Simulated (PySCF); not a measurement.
**Excitation energy of Ge by level of theory**

Ge [Ar] 3d10 4s2 4p2 (3P) → Ge [Ar] 3d10 4s1 4p2 5s1 (5P), as a difference of total energies. All numbers are calculated (PySCF 2.14, the spin-free X2C one-electron Hamiltonian (Gaussian nucleus), in aug-cc-pVTZ-DK (7s6p4d2f, 59 functions)). Correlated levels: valence: [Ar] 3d10 frozen. The calculations carry no spin-orbit coupling.

```json
{"method": "UHF", "excitation energy (eV)": "9.210"}
{"method": "MP2 (valence)", "excitation energy (eV)": "10.193"}
{"method": "SCS-MP2 (valence)", "excitation energy (eV)": "10.516"}
{"method": "CCSD (valence)", "excitation energy (eV)": "10.419"}
{"method": "CCSD(T) (valence)", "excitation energy (eV)": "10.462"}
```

Q: How much does correlation contribute at CCSD(T) (valence)?

A: 10.462 − (9.210) = 1.252 eV, measured against UHF.

The upper state lies above the first ionisation limit, but in LS coupling its spin forbids autoionisation to the ground ion. A Rydberg-like electron needs more diffuse functions than a valence basis has.

The promoted electron is Rydberg-like, and one or two diffuse shells describe it only roughly, which tends to raise the upper state.
